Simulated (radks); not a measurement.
Coulomb parameter of the 3d shell of neutral chromium in the model configuration [Ar] 3d5 4s1, as a second difference U = [E(n + 0.25) + E(n - 0.25) - 2 E(n)] / (0.25)^2 with all orbitals relaxed. "Bare": the charge of the atom changes with n. "Screened": the 4s shell takes up the change at fixed total charge, which measures U(3d,3d) + U(4s,4s) - 2 U(3d,4s). Method: scalar-relativistic Kohn-Sham, PBE, spin-unpolarised, spherical densities, finite nucleus; Fermi nuclear charge, rms radius 3.6452 fm; computed with a radial shooting solver on a logarithmic mesh with Libxc functionals.

\begin{tabular}{lrr}
case & configuration & E - E(n) (eV) \\ \hline
start & [Ar] 3d5 4s1 & 0.000 \\
bare +0.25 & [Ar] 3d5.25 4s1 & -0.478 \\
bare -0.25 & [Ar] 3d4.75 4s1 & 1.008 \\
screened +0.25 & [Ar] 3d5.25 4s0.75 & 0.321 \\
screened -0.25 & [Ar] 3d4.75 4s1.25 & -0.220 \\
\end{tabular}

U(bare) = 8.472 eV, U(screened by 4s) = 1.612 eV, against the Slater integral F0(3d,3d) = 17.411 eV with frozen orbitals. The step up makes a negative ion, whose loosely bound charge lowers the bare value.
